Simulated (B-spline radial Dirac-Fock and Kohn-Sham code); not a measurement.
## Photoionisation of neon ions at Cu Kα (8047.8 eV)

The computed values come from an atomic code on a B-spline grid: a relativistic central-field model (Hartree-Slater potential of the initial state, Latter tail, multipole expansion of the photon field, Dirac-Fock thresholds). Cross sections in kb; a dash marks an empty subshell or a threshold above the photon energy.

```csv
ion,configuration,total,1s,2s,2p1/2,2p3/2
Ne,[He] 2s2 2p6,0.7496,0.709,0.0384,0.000884,0.00172
Ne⁺,[He] 2s2 2p5,0.7528,0.709,0.0412,0.000847,0.00165
Ne⁵⁺,[He] 2s2 2p1,0.7718,0.714,0.0569,0.000280,0.000546
Ne⁸⁺,1s2,0.7472,0.747,–,–,–
```
